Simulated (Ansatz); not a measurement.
Reaction (redistribution): `[CH3][AlH][SH]` + `C[SiH](S)[SiH2]Cl` → `[CH3][AlH][SiH](C)S` + `S[SiH2]Cl`

Isolated molecules relaxed with PBE0-D4/def2-TZVP in Ansatz; ΔE leaves out vibrations. CCSD(T)/CBS adds triple-zeta CCSD(T) − MP2 to the extrapolated MP2 energy (def2 sets, frozen cores). This one scheme is used for every species. One conformer a species, not always the lowest.

`[CH3][AlH][SH]`:

Z-matrix (Å, degrees):
```
C
Al 1 1.943
H 1 1.092 2 112.5
H 1 1.095 2 110.7 3 120.9
H 1 1.095 2 110.8 3 -121.0
S 2 2.188 1 118.2 3 -0.6
H 2 1.585 1 124.4 3 179.4
H 6 1.344 2 93.8 1 -180.0
```

`C[SiH](S)[SiH2]Cl`:

Cartesian coordinates in Å:
```
C 0.922 1.058 -1.120
Si 0.316 -0.595 -0.497
S -1.424 -1.298 -1.533
Si -0.261 -0.468 1.767
Cl -1.891 0.812 1.856
H 1.121 1.010 -2.193
H 0.172 1.832 -0.944
H 1.842 1.349 -0.606
H 1.333 -1.657 -0.720
H -2.242 -0.388 -0.972
H 0.796 0.118 2.634
H -0.684 -1.774 2.330
```

`[CH3][AlH][SiH](C)S`:

Z-matrix (Å, degrees):
```
C
Al 1 1.955
H 1 1.092 2 113.8
H 1 1.096 2 109.8 3 120.7
H 1 1.095 2 110.9 3 -122.2
Si 2 2.465 1 120.6 3 -7.5
H 2 1.592 1 119.2 3 172.9
S 6 2.155 2 106.1 1 -166.5
C 6 1.881 2 114.4 1 -44.0
H 6 1.497 2 110.0 1 76.5
H 8 1.345 6 96.4 2 -176.9
H 9 1.094 6 110.3 2 60.2
H 9 1.093 6 110.7 2 179.7
H 9 1.092 6 111.0 2 -60.1
```

`S[SiH2]Cl`:

Cartesian coordinates in Å:
```
S -1.259 -0.822 0.804
Si 0.267 -0.019 -0.430
Cl 2.040 0.257 0.568
H -1.406 0.302 1.526
H -0.122 1.301 -0.970
H 0.480 -1.020 -1.497
```

| species | MP2/CBS(def2) energy (Eh) |
| --- | --- |
| `[CH3][AlH][SH]` | -680.83355 |
| `C[SiH](S)[SiH2]Cl` | -1477.95402 |
| `[CH3][AlH][SiH](C)S` | -1010.32217 |
| `S[SiH2]Cl` | -1148.43818 |

(1) Work out ΔE.

Largest T1 diagnostic among the species: 0.011.

Answers

(1) ΔE = (-1010.32217) + (-1148.43818) − (-680.83355) − (-1477.95402) = 0.02722 Eh = +17.1 kcal/mol. CCSD(T)/CBS gives +16.6 kcal/mol.

The D4 term adds +1.2 kcal/mol with B3LYP and +0.7 kcal/mol with PBE0; it sums over pairs of atoms, weighted by their polarisabilities, and B3LYP, whose exchange is more repulsive, gets the larger term.

B3LYP here is the variant with VWN-RPA as its local correlation; programs differ in this.
